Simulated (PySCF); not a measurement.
This PySCF input asks for the NMR shieldings of SMILES FC(F)(F)OC(F)(F)F, C₂F₆O; the geometry comes from GFN2-xTB.

```python
import basis_set_exchange as bse
import numpy as np
from pyscf import gto, dft
from pyscf.prop import nmr

atoms = """
F     1.268928    0.749536   -0.898110
C     1.116954    0.200399    0.298925
F     2.216088   -0.459688    0.597059
F     0.982959    1.189882    1.172067
O     0.077008   -0.673104    0.350562
C    -1.099307   -0.328502   -0.236328
F    -1.060364   -0.467340   -1.554846
F    -1.453560    0.923718    0.016597
F    -2.035144   -1.128908    0.228893
"""
names = dict.fromkeys(["F", "C", "O"], "pcSseg-1")
basis = {el: gto.basis.parse(bse.get_basis(n, elements=[el], fmt="nwchem")) for el, n in names.items()}
mol = gto.M(atom=atoms, basis=basis, charge=0, verbose=0)
mf = dft.RKS(mol, xc="PBE0")
mf.grids.level = 2
mf.grids.alignment = dft.numint.BLKSIZE   # the property module wants whole blocks of grid points
mf.conv_tol = 1e-9
mf.kernel()

calc = nmr.RKS(mf)   # GIAO
C = mf.mo_coeff
Co = C[:, mf.mo_occ > 0]
resp = mf.gen_response(singlet=True, hermi=2)
def vind(x):   # induced exchange potential for any number of trial vectors
    d = np.einsum("pi,xij,qj->xpq", C, 2 * x.reshape(-1, C.shape[1], Co.shape[1]), Co, optimize=True)
    return np.einsum("xpq,pi,qj->xij", resp(d - d.transpose(0, 2, 1)), C, Co, optimize=True).ravel()
mo1, _ = nmr.rhf.solve_mo1(calc, with_cphf=vind)
sigma = calc.kernel(mo1)
for i, s in enumerate(sigma):   # ppm
    w = np.linalg.eigvalsh((s + s.T) / 2)
    print("%2d %-2s iso %8.1f  s11 %8.1f  s22 %8.1f  s33 %8.1f" % (i, mol.atom_pure_symbol(i), w.mean(), *w))
```

Task: What does it print?

Result: 
```
 0 F  iso    246.0  s11    184.9  s22    209.4  s33    343.5
 1 C  iso     59.2  s11     54.2  s22     58.9  s33     64.6
 2 F  iso    245.4  s11    190.1  s22    200.3  s33    345.9
 3 F  iso    237.7  s11    177.3  s22    194.4  s33    341.5
 4 O  iso    155.9  s11    128.3  s22    130.8  s33    208.5
 5 C  iso     59.2  s11     54.2  s22     58.9  s33     64.6
 6 F  iso    237.7  s11    177.2  s22    194.4  s33    341.5
 7 F  iso    246.0  s11    184.9  s22    209.4  s33    343.5
 8 F  iso    245.4  s11    190.1  s22    200.3  s33    345.9
```

These numbers come from an equivalent density-fitted implementation of the same equations, which agrees with the script to about 0.01 ppm for H and up to a few tenths of a ppm for heavy atoms, so last digits may differ.

Task: Turn these shieldings into chemical shifts. Shifts are taken against calculated references (same method and geometry level): 19F (170.95 ppm) vs CFCl3; TMS for 13C (186.93 ppm); H2O for 17O (336.08 ppm).

Result: Averaging equivalent atoms: F 0/2/3/6/7/8: -72.1; C 1/5: 127.7; O 4: 180.2 ppm. Unscaled 19F shifts against computed CFCl3 carry errors that often reach 10 to 50 ppm. Experimental scales use liquid or dissolved standards, which lie at an offset from isolated H2O (liquid H2O: subtract about 36 ppm).

Size and cost of the density-fitted run: 153 basis functions, 10 s wall time on 1 thread of an x86-64 server CPU, shared host.
